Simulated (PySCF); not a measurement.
F$_{4}$V (SMILES [F][V+]([F])([F])[F]), charge +1, singlet, geometry from GFN2-xTB (such geometries of metal compounds can be far from the true shape) (the multiplicity is a formal guess); DF-PBE/STO-3G in PySCF.

PySCF was given this input:
```python
from pyscf import gto, scf, dft

mol = gto.M(
    atom='''
V    -0.00000000   -0.00000000   -0.00000000
F     1.05787016    0.73619422   -0.92212232
F     0.75522470   -0.97142821    0.99867095
F    -0.99429019   -0.84029363   -0.90370040
F    -0.81880467    1.07552761    0.82715177
''',
    basis='sto-3g',
    charge=1,
    verbose=4,
)

mf = dft.RKS(mol)
mf.xc = 'pbe'
mf = mf.density_fit(auxbasis='def2-universal-jkfit')
mf.kernel()
```

Problem. Predict the main parts of the log of this PySCF run.

Solution. 
```
PySCF version 2.14.0

[INPUT] verbose = 4
[INPUT] num. atoms = 5
[INPUT] num. electrons = 58
[INPUT] charge = 1
[INPUT] spin (= nelec alpha-beta = 2S) = 0
[INPUT] symmetry False subgroup None
[INPUT] Mole.unit = angstrom
[INPUT] Symbol           X                Y                Z      unit          X                Y                Z       unit  Magmom
[INPUT]  1 V      0.000000000000   0.000000000000   0.000000000000 AA    0.000000000000   0.000000000000   0.000000000000 Bohr   0.0
[INPUT]  2 F      1.057870160000   0.736194220000  -0.922122320000 AA    1.999084877750   1.391205450288  -1.742558638149 Bohr   0.0
[INPUT]  3 F      0.755224700000  -0.971428210000   0.998670950000 AA    1.427167845507  -1.835733266576   1.887214584059 Bohr   0.0
[INPUT]  4 F     -0.994290190000  -0.840293630000  -0.903700400000 AA   -1.878936147442  -1.587924824917  -1.707746254660 Bohr   0.0
[INPUT]  5 F     -0.818804670000   1.075527610000   0.827151770000 AA   -1.547316575815   2.032452622308   1.563090308749 Bohr   0.0

nuclear repulsion = 375.866787093617
number of shells = 20
number of NR pGTOs = 114
number of NR cGTOs = 38
basis = sto-3g
ecp = {}

******** <class 'pyscf.df.df_jk.DFRKS'> ********
method = DFRKS
initial guess = minao
damping factor = 0
level_shift factor = 0
DIIS = <class 'pyscf.scf.diis.CDIIS'>
diis_start_cycle = 1
diis_space = 8
diis_damp = 0
SCF conv_tol = 1e-09
SCF conv_tol_grad = None
SCF max_cycles = 50
direct_scf = False
XC library pyscf.dft.libxc version 7.1.2
    S. Lehtola, C. Steigemann, M. J. T. Oliveira, and M. A. L. Marques,  SoftwareX 7, 1–5 (2018)
XC functionals = pbe
    J. P. Perdew, K. Burke, and M. Ernzerhof,  Phys. Rev. Lett. 77, 3865 (1996)
    J. P. Perdew, K. Burke, and M. Ernzerhof,  Phys. Rev. Lett. 78, 1396 (1997)
    J. P. Perdew, K. Burke, and M. Ernzerhof,  Phys. Rev. Lett. 77, 3865 (1996)
    J. P. Perdew, K. Burke, and M. Ernzerhof,  Phys. Rev. Lett. 78, 1396 (1997)
radial grids:
    Treutler-Ahlrichs [JCP 102, 346 (1995); DOI:10.1063/1.469408] (M4) radial grids

becke partition: Becke, JCP 88, 2547 (1988); DOI:10.1063/1.454033
pruning grids: <function nwchem_prune>
grids dens level: 3
symmetrized grids: False
atomic radii adjust function: <function treutler_atomic_radii_adjust>
small_rho_cutoff = 0
Set gradient conv threshold to 3.16228e-05
Initial guess from minao.
tot grids = 77952
init E= -1326.99423896092
  HOMO = -0.610765262637619  LUMO = -0.228328710548686  gap/eV = 10.40663
cycle= 1 E= -1327.02447257567  delta_E= -0.0302  |g|= 1.09  |ddm|= 3.47
  HOMO = -0.421272579346867  LUMO = -0.341861011738982  gap/eV = 2.16090
cycle= 2 E= -1320.79732196888  delta_E= 6.23  |g|= 5.09  |ddm|= 4.45
  HOMO = -0.495370608819054  LUMO = -0.233862732036825  gap/eV = 7.11599
cycle= 3 E= -1327.36925730659  delta_E= -6.57  |g|= 0.151  |ddm|= 3.53
  HOMO = -0.512403190051079  LUMO = -0.247848711608983  gap/eV = 7.19889
cycle= 4 E= -1327.37356177337  delta_E= -0.0043  |g|= 0.0637  |ddm|= 0.0846
  HOMO = -0.511798832779966  LUMO = -0.245101174212926  gap/eV = 7.25721
cycle= 5 E= -1327.374207449  delta_E= -0.000646  |g|= 0.0353  |ddm|= 0.021
  HOMO = -0.512323141828523  LUMO = -0.243047986172442  gap/eV = 7.32735
cycle= 6 E= -1327.37449389367  delta_E= -0.000286  |g|= 0.00113  |ddm|= 0.0267
  HOMO = -0.512357771149864  LUMO = -0.243053755280705  gap/eV = 7.32814
cycle= 7 E= -1327.3744941632  delta_E= -2.7e-07  |g|= 0.000652  |ddm|= 0.00123
  HOMO = -0.512369902474415  LUMO = -0.243102358017159  gap/eV = 7.32714
cycle= 8 E= -1327.37449426265  delta_E= -9.95e-08  |g|= 5.53e-05  |ddm|= 0.000461
  HOMO = -0.512369136506146  LUMO = -0.243105548832066  gap/eV = 7.32704
cycle= 9 E= -1327.37449426337  delta_E= -7.15e-10  |g|= 1.19e-06  |ddm|= 4.09e-05
  HOMO = -0.512369136106475  LUMO = -0.243105741153542  gap/eV = 7.32703
Extra cycle  E= -1327.37449426336  delta_E= 6.37e-12  |g|= 3.81e-06  |ddm|= 4.8e-06
converged SCF energy = -1327.37449426336
```
